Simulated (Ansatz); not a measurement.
Species: C$_{5}$H$_{3}$O$_{2}$, net charge 0, doublet state. It need not be the lowest isomer of its formula. SMILES: c1[c]c(C=O)oc1
Geometry from a B3LYP-D3(BJ)/def2-TZVP (Ansatz, a first-principles code) optimisation:
```xyz
10

C     -1.9481     0.3099     0.2504
C     -1.6083    -1.0139     0.2998
O     -0.2821    -1.1955     0.1272
C      0.2884     0.0558    -0.0445
C     -0.7216     0.9613     0.0307
C      1.7230     0.1104    -0.2497
O      2.3457     1.1349    -0.4121
H     -2.9318     0.7322     0.3573
H     -2.1918    -1.9068     0.4471
H      2.2146    -0.8817    -0.2458
```
Charge 0, spin multiplicity 2.

Parts of the frozen-core correlation energy in cc-pVTZ (Ansatz, hartree). Frozen orbitals: 7; correlated occupied orbitals by spin: 18 and 17; virtual: 227 and 228. UHF or UKS for open shells. No spin-orbit coupling. Non-relativistic.

```csv
term,value
reference (HF),-340.82240
MP2 opposite-spin,(withheld)
MP2 same-spin,(withheld)
CCSD correlation,(withheld)
(T),-0.06235
T1 diagnostic,0.045
largest doubles amplitude,0.064
<S^2> of the reference,1.340
```

### Question
What belongs in the gaps?

### Answer

- MP2 opposite-spin, value: -0.85309
- MP2 same-spin, value: -0.30591
- CCSD correlation, value: -1.20522
